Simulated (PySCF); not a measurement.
GeH₃ISi, SMILES [I][Ge][SiH3] (connectivity only; charge and spin as stated), neutral, multiplicity 1.

Coordinates come from a PBE-D3(BJ)/def2-SVP optimisation. The structure was generated by enumeration; whether it is a known compound was not checked. The def2 effective core potentials stand for the cores of I; spin–orbit coupling is left out.

All values below come from PBE/def2-TZVPD in PySCF.

Isolated molecule, no solvent.

The total energy is -2665.55591 hartree. The point group comes out as Cs and the highest occupied level comes out as -5.59 eV. The lowest empty level comes out as -4.18 eV. The orbital gap comes out as 1.40 eV. The dipole moment is 0.247 e·Å and the quadrupole, principal values (traceless, Buckingham form, about the centre of nuclear charge) is -5.70, 2.57, 3.13 D·Å. The mean static polarisability is 112.2 bohr³ (16.63 Å³) and the polarisability, principal values is 79.4, 112.3, 145.0 bohr³.
